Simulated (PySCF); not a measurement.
Below is a simulated gas-phase Si 2p photoelectron spectrum of `C1C[SiH2][SiH2]C1`.

Every computed line was given a Gaussian of 0.7 eV full width at half maximum and an area set by the number of equivalent atoms (split 2:1 within a doublet); the highest printed point is 100. Computed, not measured: PySCF, delta-SCF UKS SCAN, pcX-2 on the ionised atom, pcseg-1 elsewhere, spin-free X2C.

binding energy (eV), intensity and a bar:
```
    105.0          0 
    105.1          1 
    105.2          2 
    105.3          4 #
    105.4          9 ###
    105.5         17 #####
    105.6         30 #########
    105.7         48 ##############
    105.8         67 ####################
    105.9         85 #########################
    106.0         97 #############################
    106.1        100 ##############################
    106.2         96 #############################
    106.3         87 ##########################
    106.4         78 #######################
    106.5         69 #####################
    106.6         62 ###################
    106.7         55 #################
    106.8         46 ##############
    106.9         36 ###########
    107.0         26 ########
    107.1         17 #####
    107.2         10 ###
    107.3          5 #
    107.4          2 #
    107.5          1 
    107.6          0 
    107.7          0
```

Task: How many maxima does the curve show, and how many computed lines lie under it?

Result: The curve has 1 maximum (at 106.1 eV). Under it lie 2 lines from 1 inequivalent silicon site, drawn as a 2p3/2, 2p1/2 pair. At this width some lines have no maximum of their own.

Task: Decompose the envelope and assign each component. Numbering: `[CH2:1]1[CH2:2][SiH2:3][SiH2:4][CH2:5]1`.

Result: 
```tsv
position (eV)	relative area	line	atoms	environment
106.05	1.33	Si 2p3/2	Si3/Si4	SiH2 silicon
106.67	0.67	Si 2p1/2	Si3/Si4	SiH2 silicon
```

Task: What are the centre and the root-mean-square width of the whole band?

Result: The area-weighted mean of the lines is 106.25 eV. Their own spread about it is 0.29 eV (rms) and each Gaussian has σ = 0.7/2.355 = 0.30 eV; the variances add, which gives 0.42 eV.

Shake-up satellites, vibrational structure and lifetime widths aren't simulated. The first atom of each set that the bonding makes equivalent was ionised and stands for the set. For 2p shells one spin-free hole was relaxed; a mean-field spin–orbit operator and the ground-state splitting of the three 2p orbitals were then diagonalised within the shell. The shell's mean is (2 × 2p3/2 + 2p1/2)/3, and the degeneracies 2j + 1 give areas of 2:1. 2p1/2 minus 2p3/2 (ligand field included): Si 0.62 eV. Geometry: GFN2-xTB, one conformer, isolated molecule.

On one thread, Arm Neoverse V1, shared host, this took 35 s of wall time.
